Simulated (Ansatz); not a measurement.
`O[Si](O)(Cl)[GeH2][Cl]` and `O[Si](O)(Cl)C[SiH2]Cl` differ in one atom or group.

Ansatz, PBE0-D4/def2-TZVP geometries, multiplicity 1. Each molecule was computed in one conformer, which needn't be the lowest.

Scalar relativity is left out up to krypton.

| property | `O[Si](O)(Cl)[GeH2][Cl]` |
| --- | --- |
| LUMO energy (B3LYP/def2-TZVPP) / eV | -1.01 |
| HOMO energy (PBE/def2-TZVPP) / eV | -6.93 |
| size of the dipole moment (B3LYP/def2-TZVPP) / D | 1.75 |
| size of the dipole moment (ωB97M-V/def2-TZVPP) / D | 1.79 |
| LUMO energy (ωB97M-V/def2-TZVPP) / eV | 1.06 |
| LUMO energy (PBE/def2-TZVPP) / eV | -1.66 |

Task: What does the change do to each property? (Best estimate.)

Result: The calculation gave: 
| property | `O[Si](O)(Cl)C[SiH2]Cl` | shift |
| --- | --- | --- |
| LUMO energy (B3LYP/def2-TZVPP) / eV | -0.10 | 0.91 |
| HOMO energy (PBE/def2-TZVPP) / eV | -7.48 | -0.55 |
| size of the dipole moment (B3LYP/def2-TZVPP) / D | 1.18 | -0.57 |
| size of the dipole moment (ωB97M-V/def2-TZVPP) / D | 1.17 | -0.62 |
| LUMO energy (ωB97M-V/def2-TZVPP) / eV | 1.87 | 0.81 |
| LUMO energy (PBE/def2-TZVPP) / eV | -0.79 | 0.87 |

With PBE0 the HOMO falls by 0.79 eV and the LUMO rises by 0.92 eV, so the gap widens by about 1.71 eV. PBE moves the HOMO by -0.55 eV and ωB97M-V by -0.95 eV. Dipoles are sizes alone; their direction can turn.

B3LYP here is the variant with VWN-RPA as its local correlation; programs differ in this.
